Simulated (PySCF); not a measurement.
## Dipole response of Ni⁺ (nickel, charge +1)

[Ar] 3d9, 2D determinant. All numbers are calculated (PySCF 2.14, the spin-free X2C one-electron Hamiltonian (Gaussian nucleus), in x2c-TZVPPall with one added diffuse shell each of s, p, d, f type (7s6p5d3f1g, 80 functions)). Coupled (time-dependent) response in atomic units; α is the mean over directions.

```
 method  mean α (bohr³)         α xx, yy, zz  C₆ (like pair)  S(−4)
wB97X-V           8.106  7.796, 7.796, 8.726           27.72  64.03
   TPSS           9.887  8.856, 8.856, 11.95           34.48  106.1
```

S(−4) is the Cauchy moment in α(ω) = α(0) + S(−4) ω² + …

α(iu) at wB97X-V:

| u (hartree) | α(iu) (bohr³) |
| --- | --- |
| 0 | 8.106 |
| 0.0500 | 7.951 |
| 0.100 | 7.540 |
| 0.200 | 6.417 |
| 0.300 | 5.399 |
| 0.500 | 4.055 |
| 0.750 | 3.087 |
| 1.00 | 2.457 |
| 1.50 | 1.674 |
| 2.00 | 1.225 |
| 3.00 | 0.7561 |
| 5.00 | 0.3815 |

A single London oscillator, α(iu) = α/(1 + u²/ω²), gives C₆ = (3/4) ω α². Matching the computed C₆ needs ω = 4 × 27.72 / (3 × 8.106²) = 0.562 hartree.

For an ion, C₆ is the dispersion term alone; charge-induced terms of lower order in 1/R come first.

The components differ because the open shell of this determinant is not spherical; for a pure term their mean is the scalar polarisability.
